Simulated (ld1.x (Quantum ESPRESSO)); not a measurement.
## bismuth: excitation energies, all-electron against TM

bismuth (Bi), norm-conserving Troullier–Martins (Kleinman–Bylander form), made with ld1.x (Quantum ESPRESSO) 7.5 (PBE, scalar-relativistic). Core [Xe] 4f14 5d10, reference 6s2 6p3. Waves: 6s (bound): rc 1.95 bohr; 6p (bound): rc 2.10 bohr; 6d channel at 0.35 Ry: rc 2.15 bohr. Local part: all-electron potential smoothed inside 1.60 bohr (lloc = -1). Core correction: a·sin(br)/r model core inside 1.80 bohr.

Energies are relative to the spin-unpolarised reference configuration 6s2 6p3; without spin polarisation the order of configurations can differ from experiment. Not all tests gave a result: 2 of 7 tests not solved or not reliable. Left out of the table: 6s2 6p1 (solver errors, printed error -2.6 eV); 6s1 6p3 (solver errors, printed error -65.9 eV). The frozen-core shift is the all-electron ΔE with the core orbitals held at their reference shape minus the fully relaxed ΔE.

Q: Give the all-electron excitation energy and the error of the potential for: 6s2 6p2; 6s2 6p0; 6s1 6p0; 6s2 6p3.3; 6s2 6p2.5.

A:

```tsv
valence configuration	charge	ΔE all-electron (eV)	error AE − PS (meV)	frozen-core shift (meV)
6s2 6p2	+1	7.913	-22	+15
6s2 6p0	+3	46.502	-269	+309
6s1 6p0	+4	91.907	-878	+1045
6s2 6p3.3	-0.3	-1.094	-0.4	-0.1
6s2 6p2.5	+0.5	3.097	-5.3	+3.3
```

Levels in the configuration 6s2 6p3.3:

```
level  all-electron (eV)  pseudo (eV)
   6s            -12.451      -12.435
   6p             -2.746       -2.741
```

A variational frozen-core shift is positive and of second order in the change. This column holds negative values, so the frozen-core run of ld1.x carries numerical noise or an error of first order here, and the column gives no more than the rough size of the effect.

Note: ghost states, extra bound levels that the all-electron valence spectrum of the same l lacks: d at -287.9 eV, s at -97.8 eV, p at -12.4 eV. A true bound ghost makes a file unfit for plane-wave use.
